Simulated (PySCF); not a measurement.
CH6BeSi, SMILES [CH3][Be][SiH3]. Heavy atoms are numbered as in [Be:1]([CH3:2])[SiH3:6]. Hydrogens are named by the atom that carries them.

Geometry: PBE-D3(BJ)/def2-TZVP.

The numbers are results of PBE0/pcSseg-2 (PySCF), not measurements.

GIAO shieldings, no solvent; atoms alike by connectivity are averaged. δ = σ(ref) − σ: ¹³C against TMS (σ = 186.1 ppm); ¹H against TMS (σ = 31.54 ppm); ²⁹Si against TMS (σ = 341.9 ppm), references at their B3LYP-D3(BJ)/def2-TZVP geometries, non-relativistic.

```tsv
atoms	nucleus	count	δ (ppm)
C2 (CH3)	¹³C	1	-2.7
H on Si6	¹H	3	(withheld)
H on C2	¹H	3	(withheld)
Si6 (SiH3)	²⁹Si	1	-147.3
```

Question: What belongs in the gaps? (Estimate from the structure and the level; the computed values follow.)

Answer: 
- H on Si6, δ (ppm): 3.19
- H on C2, δ (ppm): -0.21
